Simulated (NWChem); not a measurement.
The numbers come from NWChem runs, not from measurements. System: HSb, charge 0, spin multiplicity 3, at a geometry optimised with UPBE0/def2-SVP with def2 effective core potentials on Sb. The structure started from a generated list of species. Its SCF solution wasn't tested for a lower state. Level: ROCCSD(T)/def2-TZVP with def2 effective core potentials on Sb, 4 core orbitals frozen.

Part of the output:

```
             Northwest Computational Chemistry Package (NWChem) 7.3.0
             --------------------------------------------------------

                                NWChem Input Module
                                -------------------

 Scaling coordinates for geometry "geometry" by  1.889725989
 (inverse scale =  0.529177249)

 Turning off AUTOSYM since
 SYMMETRY directive was detected!

                             Geometry "geometry" -> ""
                             -------------------------

 Output coordinates in angstroms (scale by  1.889725989 to convert to a.u.)

  No.       Tag          Charge          X              Y              Z
 ---- ---------------- ---------- -------------- -------------- --------------
    1 Sb                  51.0000     0.00000000     0.00000000     0.03317000
    2 H                    1.0000     0.00000000     0.00000000    -1.69165900

 Effective nuclear repulsion energy (a.u.)      15.6467914785

            Nuclear Dipole moment (a.u.)
            ----------------------------
        X                 Y               Z
 ---------------- ---------------- ----------------
     0.0000000000     0.0000000000     0.0000207870

      Symmetry information
      --------------------

 Group name             C2v
 Group number             16
 Group order               4
 No. of unique centers     2

      Symmetry unique atoms

     1    2


 Summary of "ao basis" -> "" (spherical)
 ------------------------------------------------------------------------------
       Tag                 Description            Shells   Functions and Types
 ---------------- ------------------------------  ------  ---------------------
 *                         def2-tzvp                  on all atoms

 Summary of "ao basis" -> "ao basis" (spherical)
 ------------------------------------------------------------------------------
       Tag                 Description            Shells   Functions and Types
 ---------------- ------------------------------  ------  ---------------------
 Sb                        def2-tzvp                16       50   6s5p3d2f
 H                         def2-tzvp                 4        6   3s1p

                                 NWChem SCF Module
                                 -----------------

  ao basis        = "ao basis"
  functions       =    56
  atoms           =     2
  closed shells   =    11
  open shells     =     2
  charge          =   0.00
[...]
     2   0 1 1      0.000000     -0.000000      0.000000
     2   0 0 2    -20.666843     -3.826304     10.309719

                   NWChem Extensible Many-Electron Theory Module
                   ---------------------------------------------


            General Information
            -------------------
      Number of processors :     1
         Wavefunction type : Restricted open-shell Hartree-Fock
          No. of electrons :    24
           Alpha electrons :    13
            Beta electrons :    11
           No. of orbitals :   112
            Alpha orbitals :    56
             Beta orbitals :    56
        Alpha frozen cores :     4
         Beta frozen cores :     4
     Alpha frozen virtuals :     0
      Beta frozen virtuals :     0
         Spin multiplicity : triplet
    Number of AO functions :    56
       Number of AO shells :    20
        Use of symmetry is : on
      Symmetry adaption is : on
         Schwarz screening : 0.10D-09

          Correlation Information
          -----------------------
          Calculation type : Coupled-cluster singles & doubles w/ perturbation
   Perturbative correction : (T)
            Max iterations :      100
        Residual threshold : 0.10D-05
     T(0) DIIS level shift : 0.00D+00
     L(0) DIIS level shift : 0.00D+00
     T(1) DIIS level shift : 0.00D+00
     L(1) DIIS level shift : 0.00D+00
     T(R) DIIS level shift : 0.00D+00
     T(I) DIIS level shift : 0.00D+00
   CC-T/L Amplitude update :  5-th order DIIS
                I/O scheme : Global Array Library
        L-threshold :  0.10D-05
        EOM-threshold :  0.10D-05
 no EOMCCSD initial starts read in
 TCE RESTART OPTIONS
 SLICE:      F
 D4D5:       F
 quantumc:   F
 qrotation:  F
 pwtce:      F
 qducc:      F
 nacto:                         0
 nrotv:                         0
 nrot:                          0

            Memory Information
            ------------------
          Available GA space size is     249030528 doubles
          Available MA space size is     104841204 doubles

 Maximum block size supplied by input
 Maximum block size        24 doubles

 tile_dim =     19

 -------------------------------------------------

 Global array virtual files algorithm will be used

 Parallel file system coherency ......... OK

 4-electron integrals stored in orbital form

 v2    file size   =           532747
 4-index algorithm nr.  13 is used
 imaxsize =       30
 imaxsize ichop =        0


CCSD iterations
 ---------------------------------------------------------
 Iter          Residuum       Correlation     Cpu    Wall
 ---------------------------------------------------------
    1   0.1392987049475  -0.3198659483946     1.3     1.3
    2   0.0268377276912  -0.3063345875193     1.3     1.3
    3   0.0091623837816  -0.3125638856136     1.3     1.3
    4   0.0036492701900  -0.3125206675265     1.0     1.0
    5   0.0017258032470  -0.3129285406508     1.3     1.3
    6   0.0005277014532  -0.3130741383249     1.3     1.3
    7   0.0002132779329  -0.3130914153170     1.3     1.3
    8   0.0001110196548  -0.3130926295913     1.3     1.3
    9   0.0000653650686  -0.3130934335053     1.4     1.4
   10   0.0000400103622  -0.3130946071139     1.3     1.3
   11   0.0000083383415  -0.3130969645845     1.4     1.4
   12   0.0000038725271  -0.3130964227034     1.3     1.3
   13   0.0000019788283  -0.3130964591061     1.2     1.2
   14   0.0000011822182  -0.3130964144153     1.0     1.0
   15   0.0000007038623  -0.3130963994695     1.0     1.0
 -----------------------------------------------------------------
 Iterations converged
 CCSD correlation energy / hartree =        -0.313096399469459
 CCSD total energy / hartree       =      -240.144033364431806

 Singles contributions

 Doubles contributions
 CCSD(T)
 Using plain CCSD(T) code
             total no. of tasks         3080
 total no. of tasks / no. procs         3080
                         wl_min            1           1.0
                         wl_max       438976           8.7
        thresh for no. of tasks         3080

 CCSD[T]  correction energy / hartree =        -0.007884530009006
 CCSD[T] correlation energy / hartree =        -0.320980929478465
 CCSD[T] total energy / hartree       =      -240.151917894440800
 CCSD(T)  correction energy / hartree =        -0.007479639488393
 CCSD(T) correlation energy / hartree =        -0.320576038957852
 CCSD(T) total energy / hartree       =      -240.151513003920201

 Task  times  cpu:       26.4s     wall:       26.4s

 Total times  cpu:       26.4s     wall:       26.4s
```

**Question.** Write an NWChem input that would produce this output.

**Answer.** This is not unique; one that fits is 
```
start mol
memory heap 100 mb stack 700 mb global 1900 mb
geometry units angstroms nocenter noautoz
  Sb     0.000000     0.000000     0.033170
  H      0.000000     0.000000    -1.691659
  symmetry group C2v
end
basis spherical
  * library def2-tzvp
end
ecp
  Sb library def2-ecp
end
scf
  rohf
  nopen 2
  maxiter 100
  thresh 1e-7
  semidirect memsize 60000000 filesize 0
  # guess.movecs holds the orbitals of an unrestricted PBE0 run
  vectors input guess.movecs output mol.movecs
end
tce
  freeze core 4
  ccsd(t)
  2eorb
  2emet 13
  thresh 1e-6
  maxiter 100
  tilesize 24
end
task tce energy
```
